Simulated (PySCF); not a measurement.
# Pd(29+): ionisation energy

Pd(29+) [Ne] 3s2 3p5 (2P) → Pd(30+) [Ne] 3s2 3p4 (3P), as a difference of total energies. Calculation: PySCF 2.14, in an even-tempered Gaussian basis (16 s from 3.9 bohr⁻², ratio 2.5; 11 p from 5 bohr⁻², ratio 2.5; 5 d from 24 bohr⁻², ratio 2.7; 4 f from 36 bohr⁻², ratio 2.7); the non-relativistic Hamiltonian (point nucleus). Correlated levels: outer shells: 1s2 frozen; virtual orbitals above 40 to 60 times the deepest correlated orbital energy dropped. The calculations carry no spin-orbit coupling.

| method | ionisation energy (eV) |
| --- | --- |
| UHF | 1701.7 |
| PBE | 1704.0 |
| PBE0 | 1704.0 |
| MN15 | 1709.5 |
| BHandHLYP | 1703.6 |
| MP2 (outer shells) | 1702.6 |
| SCS-MP2 (outer shells) | 1702.5 |

Q: Estimate what r2SCAN gives.

A: 1704.1 eV, closest to PBE among the rows shown.

Q: Estimate what LDA gives.

A: 1703.9 eV, closest to PBE0 among the rows shown.

Spin-orbit coupling is strong in these open shells (close to jj coupling). The scalar numbers leave it out and a first-order estimate fails, so it can dominate the gap to the real levels.

All relativistic terms are absent from these numbers, so their closeness to the reference says little about the methods.

For comparison: 1706.2 ± 1.8 eV (semi-empirical (NIST evaluation); NIST Atomic Spectra Database, ionization energies).
